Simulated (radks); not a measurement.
Results of a calculation; reference values are marked as such.
Question: Radial electron density D(r) = 4 pi r^2 rho(r) of an atom or ion with 45 electrons. Level of theory: scalar-relativistic Kohn-Sham, r2SCAN, spin-unpolarised, spherical densities, finite nucleus; meta-GGA in the generalised Kohn-Sham scheme; Fermi nuclear charge, rms radius of each element as measured or else 0.836 A^(1/3) + 0.57 fm (a radial shooting solver on a logarithmic mesh with Libxc functionals).

```
   r/bohr * D(r) (the largest magnitude, 74.7, reaches the edge; | marks zero)
 0.003391 |      *
 0.004522 |          *
 0.006032 |                *
 0.008045 |                       *
  0.01073 |                               *
  0.01431 |                                      *
  0.01909 |                                           *
  0.02546 |                                           *
  0.03395 |                                       *
  0.04529 |                                     *
   0.0604 |                                           *
  0.08056 |                                                    *
   0.1075 |                                                      *
   0.1433 |                                           *
   0.1911 |                                    *
   0.2549 |                                          *
     0.34 |                                         *
   0.4535 |                       *
   0.6049 |            *
   0.8068 |             *
    1.076 |          *
    1.435 |     *
    1.914 | *
    2.553 |*
    3.405 *
    4.542 *
    6.057 *
    8.079 *
```

What is the nuclear charge?

Answer: Z = 47. The innermost maximum, from 1s, lies near gamma/Z bohr with gamma = sqrt(1 - (Z/c)^2) = 0.939, here 0.02 bohr (found: 0.0219), and its height grows with Z. The density is that of the silver ion Ag2+ in [Kr] 4d7.5 5p1.5; the configuration itself is not fixed sharply by these data, and Z only to a few units. D(r) has 4 maxima, at r = 0.0219, 0.0961, 0.290, 0.860 bohr, and minima at 0.0432, 0.188, 0.645 bohr, inside which lie 2.01, 11.14, 28.97 electrons.
